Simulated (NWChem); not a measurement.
Molecule: C7H7, doublet; SMILES c1ccc[c]c1C

Not confirmed as a minimum by frequencies.

Task: Give the equilibrium geometry at PBE-D3(BJ)/def2-SVP, spin-unrestricted (NWChem) as a Z-matrix, with the point group.

Result: point group Cs; any orientation.
```
C
C 1 1.3915
C 2 1.3815 1 127.13
H 3 1.1019 2 122.43 1 179.99
C 3 1.4137 4 120.85 2 180.00
H 5 1.1015 3 119.91 4 0.00
C 5 1.4034 6 120.57 3 179.99
H 7 1.1005 5 119.78 6 0.00
C 7 1.4051 8 119.45 5 179.99
H 9 1.1031 7 119.92 8 0.01
C 1 1.5085 2 123.16 3 179.99
H 11 1.1070 1 111.27 2 179.98
H 11 1.1093 12 108.18 1 122.32
H 11 1.1093 12 108.18 13 115.36
```
